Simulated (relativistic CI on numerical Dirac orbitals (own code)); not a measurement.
# Ru⁴⁺ (4d4) in a crystal field

Calculated by Dirac-Coulomb-Breit CI, KLI orbitals optimised for each configuration, model QED (radiative potential, 1s self-energy scaled to tabulated hydrogen-like ionisation energies), valence Slater integrals scaled by 0.9, one configuration in a parametric crystal field (own radial code). With so little scaling, terms lie 10 to 35 % too far apart, which can change the order of excited levels.

Field parameters in Wybourne normalisation: D4h B²₀ = −7Ds, B⁴₀ = 21(Dq − Dt), B⁴₄ = 21√(5/14) Dq. The field is a parameter set, without covalency.

S and J are read from ⟨S²⟩ = S(S + 1) and ⟨J²⟩ = J(J + 1) of each level; they are not fictitious spins.

D4h, 10Dq = 28550, Ds = -1500, Dt = -590 cm⁻¹, the lowest 16 levels:

| E (cm⁻¹) | Degeneracy | Irrep | S | J |
| --- | --- | --- | --- | --- |
| 0.0 | 1 | A1 | 1.04 | 4.22 |
| 565 | 2 | E | 1.04 | 4.11 |
| 1769 | 1 | A2 | 1.01 | 4.20 |
| 2250 | 1 | A1 | 1.01 | 3.89 |
| 2568 | 2 | E | 1.00 | 3.94 |
| 2836 | 1 | B2 | 1.02 | 3.85 |
| 2841 | 1 | B1 | 1.03 | 3.79 |
| 8229 | 1 | B2 | 1.98 | 3.00 |
| 8230 | 1 | B1 | 1.98 | 3.00 |
| 8327 | 2 | E | 1.97 | 2.99 |
| 8355 | 1 | A1 | 1.97 | 2.99 |
| 11449 | 1 | B2 | 0.06 | 4.58 |
| 12517 | 1 | B1 | 0.04 | 4.67 |
| 12663 | 2 | E | 0.05 | 4.54 |
| 14288 | 1 | A1 | 0.03 | 4.65 |
| 17086 | 1 | B1 | 1.99 | 2.97 |

D4h, 10Dq = 28550, Ds = 3000, Dt = -590 cm⁻¹, the lowest 10 levels:

```json
{"E (cm⁻¹)": "0.0", "Degeneracy": "1", "Irrep": "A1", "S": "0.97", "J": "4.14"}
{"E (cm⁻¹)": "530", "Degeneracy": "1", "Irrep": "A2", "S": "1.03", "J": "4.16"}
{"E (cm⁻¹)": "1147", "Degeneracy": "2", "Irrep": "E", "S": "1.01", "J": "4.04"}
{"E (cm⁻¹)": "1832", "Degeneracy": "1", "Irrep": "B1", "S": "1.01", "J": "3.81"}
{"E (cm⁻¹)": "1878", "Degeneracy": "1", "Irrep": "B2", "S": "1.00", "J": "3.87"}
{"E (cm⁻¹)": "4763", "Degeneracy": "1", "Irrep": "A1", "S": "0.16", "J": "4.44"}
{"E (cm⁻¹)": "11156", "Degeneracy": "2", "Irrep": "E", "S": "0.41", "J": "4.44"}
{"E (cm⁻¹)": "11362", "Degeneracy": "1", "Irrep": "B1", "S": "1.99", "J": "2.98"}
{"E (cm⁻¹)": "11391", "Degeneracy": "2", "Irrep": "E", "S": "1.96", "J": "3.03"}
{"E (cm⁻¹)": "11457", "Degeneracy": "1", "Irrep": "A1", "S": "1.98", "J": "2.95"}
```

D4h, 10Dq = 28550, Ds = 2590, Dt = -590 cm⁻¹, the lowest 16 levels:

```csv
E (cm⁻¹),Degeneracy,Irrep,S,J
0.0,1,A1,0.99,4.15
462,1,A2,1.03,4.16
1069,2,E,1.01,4.05
1751,1,B1,1.01,3.81
1794,1,B2,1.00,3.87
5644,1,A1,0.12,4.45
10704,2,E,0.64,4.32
11387,1,A1,1.11,3.91
11691,1,B1,1.99,2.98
11706,2,E,1.98,3.00
11788,1,A2,1.98,2.93
11812,1,A1,1.93,2.97
12315,2,E,0.69,4.27
19033,1,B2,1.99,2.97
19034,1,B1,1.99,2.98
19188,2,E,1.97,2.98
```

The free-ion ground term has S = 2. The field overcomes the spin-pairing energy for D4h, 10Dq = 28550, Ds = -1500, Dt = -590 cm⁻¹; D4h, 10Dq = 28550, Ds = 3000, Dt = -590 cm⁻¹; D4h, 10Dq = 28550, Ds = 2590, Dt = -590 cm⁻¹, where the ground state has lower spin; these fields are assumed values.

Levels of this model without a field, named by their leading LS term: 5D_0 0, 5D_1 466, 5D_2 1260, 5D_3 2266, 5D_4 3415, 3P_0 17946, 3H_4 18143, 3H_5 19225 cm⁻¹.
